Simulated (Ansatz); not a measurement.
C4H12SiZn (SMILES [CH3][Zn][Si](C)(C)C), singlet, geometry from GFN2-xTB (such geometries of metal compounds can be far from the true shape); CASSCF(2,4)/STO-3G (Ansatz, an electronic-structure program).

The Ansatz input:
Ansatz 0.2 input:
```yaml
crystal:
  periodic: [false, false, false]
  atoms:
    - {symbol: Zn, position_ang: [-0.47173577, 1.11502142, 0.42117430]}
    - {symbol: C, position_ang: [-1.23009923, 2.93297850, 1.08380534]}
    - {symbol: H, position_ang: [-1.79220884, 2.83507391, 2.01037003]}
    - {symbol: H, position_ang: [-1.90431608, 3.38629559, 0.35976794]}
    - {symbol: H, position_ang: [-0.44520751, 3.66233621, 1.27414525]}
    - {symbol: Si, position_ang: [0.42837475, -1.01936414, -0.37890845]}
    - {symbol: C, position_ang: [-0.87601765, -2.10740337, -1.28007030]}
    - {symbol: C, position_ang: [1.13341701, -2.12883383, 1.02435409]}
    - {symbol: C, position_ang: [1.87018777, -0.80979597, -1.63378467]}
    - {symbol: H, position_ang: [-0.43576323, -3.03980475, -1.62317637]}
    - {symbol: H, position_ang: [-1.70646773, -2.35935559, -0.62644590]}
    - {symbol: H, position_ang: [-1.28729535, -1.60116385, -2.14893071]}
    - {symbol: H, position_ang: [0.37218743, -2.37665397, 1.75882748]}
    - {symbol: H, position_ang: [1.94692610, -1.63798190, 1.55121692]}
    - {symbol: H, position_ang: [1.51912852, -3.06322432, 0.62556229]}
    - {symbol: H, position_ang: [2.70772525, -0.27539598, -1.19409293]}
    - {symbol: H, position_ang: [1.55647006, -0.25589939, -2.51419311]}
    - {symbol: H, position_ang: [2.23872079, -1.77544236, -1.96938804]}
basis:
  gaussian:
    orbitals: STO-3G
hamiltonian:
  xc: hf
magnetization: {spin_polarized: false}
correlation: {active_space: {window: {electrons: 2, orbitals: 4}}}
```

Output, abridged:

```
Functional definition: HF
699 factors; integrals over basis functions are off by at most 5.4e-4 eV
mean field evaluation 1: about -58948.5439 eV, gradient 3.5e2 eV
mean field evaluation 2: about -58949.0156 eV, gradient 3.5e2 eV
mean field evaluation 4: about -57404.5741 eV, gradient 3.3e2 eV
mean field evaluation 8: about -59848.9910 eV, gradient 7.9e0 eV
mean field evaluation 16: about -59849.7988 eV, gradient 3.5e0 eV
mean field evaluation 32: about -59850.1790 eV, gradient 1.3e-1 eV
mean field evaluation 64: about -59850.1784 eV, gradient 8.6e-3 eV
mean field evaluation 96: about -59850.1821 eV, gradient 1.7e0 eV
mean field evaluation 128: about -59850.1448 eV, gradient 1.5e-1 eV
mean field evaluation 160: about -59850.1795 eV, gradient 3.5e-2 eV
mean field evaluation 192: about -59850.1793 eV, gradient 9.2e-2 eV
mean field evaluation 224: about -59659.8552 eV, gradient 1.9e2 eV
mean field evaluation 256: about -59850.1814 eV, gradient 1.3e-3 eV
mean field evaluation 288: about -59850.1439 eV, gradient 2.0e0 eV
mean field evaluation 320: about -59850.2332 eV, gradient 1.4e0 eV
mean field evaluation 352: about -59850.1813 eV, gradient 1.6e-2 eV
mean field evaluation 384: about -59849.3845 eV, gradient 7.6e0 eV
mean field -59850.18142804 eV, -2199.4535995705 hartree, gradient 2.6e-6 eV, S^2 0.000000; 14 other end points of the search recorded, 0 dependent functions left out
reference -59850.18142804 eV, -2199.4535995705 hartree; 40, 40 occupied and 19, 19 virtual orbitals, 699 factors
state -59853.41790861 eV, -2199.5725380376 hartree
Total energy: -59853.41790861 eV, -2199.5725380376 hartree
```
